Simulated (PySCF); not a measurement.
# How methods differ on the ionisation energy of Hf⁶¹⁺

Hf⁶¹⁺ [Ne] 3s1 (2S) → Hf⁶²⁺ [Ne] (1S), as a difference of total energies. All numbers are calculated (PySCF 2.14, no relativity, point nucleus, in an even-tempered Gaussian basis (16 s from 17 bohr⁻², ratio 2.5; 10 p from 22 bohr⁻², ratio 2.5; 4 d from 79 bohr⁻², ratio 2.7; 4 f from 120 bohr⁻², ratio 2.7)). Correlated levels: outer shells: 1s2 frozen; virtual orbitals above 40 to 60 times the deepest correlated orbital energy dropped. The calculations carry no spin-orbit coupling.

```
                method  ionisation energy (eV)
                   UHF                  6209.7
    MP2 (outer shells)                  6210.4
SCS-MP2 (outer shells)                  6210.3
   CCSD (outer shells)                  6210.4
CCSD(T) (outer shells)                  6210.4
```

The gap to the reference is mostly relativistic.

For comparison: 6674 ± 12 eV (theoretical estimate listed by NIST; NIST Atomic Spectra Database, ionization energies).
